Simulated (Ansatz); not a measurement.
(MgTe)2 ring (Mg2Te2). Total charge 0; singlet. Geometry relaxed at PBE-D4/def2-SVP.

```xyz
4

Mg   -0.880   -1.094    0.054
Te    1.536   -1.177    1.220
Mg    0.880    1.094   -0.054
Te   -1.536    1.177   -1.220
```

In the def2 sets Te takes a core potential; there is no spin–orbit coupling.

(1) Estimate the harmonic wavenumbers at RKS PBE-D4/def2-SVP (Ansatz, unscaled). Is this a minimum?

Answers

(1) 98, 132, 205, 271, 317, 339 cm⁻¹. Yes, no mode is imaginary beyond noise. Zero-point energy 8.1 kJ/mol. It took 15 s on 4 threads of Arm Neoverse V2 on a shared host.
